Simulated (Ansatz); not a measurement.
Cost and result for the atomization energy of `O[Si@@H]1C[C@@H](F)O1` (11 atoms, 11 bonds).

Cartesian coordinates in Å:
```
O 0.3483 0.6634 -2.2525
Si 0.7534 0.3512 -0.7054
C -0.1238 -0.9845 0.2667
C -0.5384 0.2028 1.1496
F 0.0801 0.1458 2.3721
O -0.0396 1.3036 0.4255
H -0.5799 0.7384 -2.4801
H 2.2263 0.4472 -0.6943
H -0.9692 -1.4604 -0.2308
H 0.4504 -1.7350 0.8065
H -1.6076 0.3276 1.3428
```

Charge 0, multiplicity 1. The geometry is a stationary point of PBE0-D4/def2-TZVP. It is one conformer, not always the lowest. Program: Ansatz. All runs use 4 threads of an Arm Neoverse V1 on a shared host. Times are those of one run each, without the atoms' runs, and a repeat can differ threefold. Electronic energies, without spin–orbit coupling; frozen cores. CCSD(T)/CBS adds CCSD(T) − MP2 in def2-TZVPP to the MP2 limit, and its time is that of the two runs behind it. T1 = 0.012. B3LYP takes the VWN-RPA correlation (the form of Gaussian; ORCA's B3LYP/G).

CCSD(T)/CBS is a level of theory with its own doubt, some kJ/mol a heavy atom from the limit and from the frozen cores, so smaller differences don't rank the functionals.

| level | functions | wall time | atomization (kcal/mol) | difference from CCSD(T)/CBS | per bond |
| --- | --- | --- | --- | --- | --- |
| PBE-D4/def2-TZVPP (with forces) | 267 | 2.9 s | 1091.3 | 22.9 | 2.1 |
| PBE0-D4/def2-TZVPP | 267 | 3.1 s | 1065.3 | -3.1 | -0.3 |
| r2SCAN-D4/def2-TZVPP (with forces) | 267 | 5.5 s | 1070.1 | 1.7 | 0.2 |
| B3LYP-D4/def2-TZVPP (with forces) | 267 | 5.5 s | 1059.8 | -8.6 | -0.8 |
| B2PLYP/def2-TZVPP | 267 | 6 s | 1053.3 | -15.1 | -1.4 |
| ωB97X-V/def2-TZVPP | 267 | 8.5 s | 1070.6 | 2.2 | 0.2 |
| ωB97M-V/def2-TZVPP (with forces) | 267 | 13 s | 1070.9 | 2.5 | 0.2 |
| MP2/def2-QZVPP | 505 | 26 s | 1086.9 | 18.5 | 1.7 |
| CCSD(T)/def2-TZVPP | 267 | 4.4 min | 1037.6 | -30.8 | -2.8 |
| CCSD(T)/CBS(def2) | – | 4.8 min | 1068.4 | 0.0 | 0.0 |

From PBE to PBE0 (25 % exact exchange), in def2-TZVPP and without D4, the atomization energy moves by −25.1 kcal/mol: exact exchange takes away binding that semilocal exchange gives to molecules. The D4 term adds +8.6 kcal/mol with B3LYP and +4.5 kcal/mol with PBE0; it sums over pairs of atoms, weighted by their polarisabilities, and B3LYP, whose exchange is more repulsive, gets the larger term. In def2-TZVPP, CCSD(T) changes the Hartree–Fock value by +281.7 kcal/mol (the triples alone add +18.2 kcal/mol) and MP2 by +312.5 kcal/mol; breaking electron pairs costs correlation energy, which Hartree–Fock lacks.
